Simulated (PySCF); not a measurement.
C4H5NO, SMILES Nc1ccco1. Geometry optimised at B3LYP-D3(BJ)/def2-SVP. Other conformers were not sampled.

Computed equilibrium geometry at B3LYP-D3(BJ)/def2-SVP (PySCF confirms it by a frequency run) as bond lengths and angles (one conformer of several):
Atoms: N1 C2 C3 C4 C5 O6 H7 H8 H9 H10 H11. Bonded distances (Å): N1–C2 1.382, N1–H7 1.014, N1–H8 1.016, C2–C3 1.373, C2–O6 1.352, C3–C4 1.440, C3–H9 1.087, C4–C5 1.361, C4–H10 1.088, C5–O6 1.376, C5–H11 1.085. Bond angles (°): C2–N1–H7 113.8, C2–N1–H8 113.7, H7–N1–H8 111.9, N1–C2–C3 133.6, N1–C2–O6 115.7, C3–C2–O6 110.6, C2–C3–C4 105.5, C2–C3–H9 126.7, C4–C3–H9 127.8, C3–C4–C5 106.8, C3–C4–H10 126.9, C5–C4–H10 126.3, C4–C5–O6 109.6, C4–C5–H11 134.5, O6–C5–H11 115.9, C2–O6–C5 107.5.
